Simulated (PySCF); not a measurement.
**Löwdin shares of the frontier orbitals**

C₆H₁₃N.
Cartesian coordinates in Å at the GFN2-xTB level; atoms count from 1:
```
atom  x, y, z in Å
C1    -1.7312   -1.3561    0.1565
C2    -0.9816   -0.1818   -0.4875
N3    -1.8277    0.9749   -0.7451
C4     0.1847    0.2568    0.3931
C5     1.3764   -0.7108    0.5100
C6     2.3323    0.4361    0.1493
C7     1.1259    1.3182   -0.2040
H8    -2.1407   -1.0589    1.1211
H9    -2.5515   -1.6804   -0.4819
H10   -1.0610   -2.1973    0.3113
H11   -0.5893   -0.5033   -1.4608
H12   -2.6054    0.7167   -1.3430
H13   -2.2122    1.3241    0.1273
H14   -0.2001    0.5543    1.3712
H15    1.5258   -1.1628    1.4887
H16    1.3564   -1.4975   -0.2418
H17    2.8970    0.8053    1.0031
H18    3.0241    0.2334   -0.6657
H19    0.9770    1.4428   -1.2734
H20    1.0960    2.2968    0.2684
```

Computed, not measured: PySCF 2.14.0, density-fitted response routines, TDDFT CAM-B3LYP/def2-SVPD, vertical, gas phase, core orbitals frozen in the response.

Kohn–Sham orbitals with the atoms that hold most of them (Löwdin shares over 4%, at most four atoms; ? is withheld):

```
orbital  ε (eV)                            atoms
 LUMO+2    1.91  H14 19%, H11 12%, C4 7%, H20 7%
 LUMO+1    1.76  C6 19%, H18 12%, C5 10%, H17 9%
   LUMO    1.42    C1 20%, H12 8%, H9 8%, H13 7%
   HOMO       ?                                ?
 HOMO-1   -9.67                                ?
 HOMO-2   -9.81   C5 23%, C7 23%, C4 17%, C6 12%
 HOMO-3  -10.00   C4 15%, C7 12%, C6 11%, C5 10%
```

Problem. Give the leading atoms of the HOMO.

Solution. N3 (bonded to C and 2 H) 59%; C2 (bonded to 2 C, N and H) 10%; C1 (bonded to C and 3 H) 10%; H12 (bonded to N) 6%. By element: nitrogen 59%, carbon 20% or more, hydrogen 6% or more.

Problem. Which atoms hold the HOMO-1, and with what shares?

Solution. C4 (bonded to 3 C and H) 20%; C6 (bonded to 2 C and 2 H) 19%; C7 (bonded to 2 C and 2 H) 16%; C5 (bonded to 2 C and 2 H) 10%.

Problem. What is the HOMO energy, and the HOMO–LUMO gap?

Solution. ε(HOMO) = -8.25 eV; the gap is 9.67 eV (0.3552 hartree).

Problem. How does S1 compare with the orbital gap of 9.67 eV?

Solution. S1 is at 6.38 eV (f = 0.030), 3.29 eV below the gap, made of HOMO→LUMO (69%), HOMO→LUMO+3 (13%), HOMO→LUMO+1 (10%). 

Next come S2 at 7.16 eV (f 0.0068), HOMO→LUMO+2 (76%), HOMO→LUMO+1 (9%); S3 at 7.62 eV (f 0.0015), HOMO→LUMO+1 (36%), HOMO→LUMO (22%), HOMO→LUMO+3 (9%); S4 at 7.77 eV (f 0.0062), HOMO→LUMO+3 (60%), HOMO→LUMO+1 (20%); S5 at 8.28 eV (f 0.025), HOMO-1→LUMO (42%), HOMO-1→LUMO+1 (20%), HOMO-1→LUMO+2 (15%).

Löwdin shares depend on the basis, the more so with diffuse functions.

On x86-64 server, one thread, shared host, this took 56 s.

One conformer stands for the species.
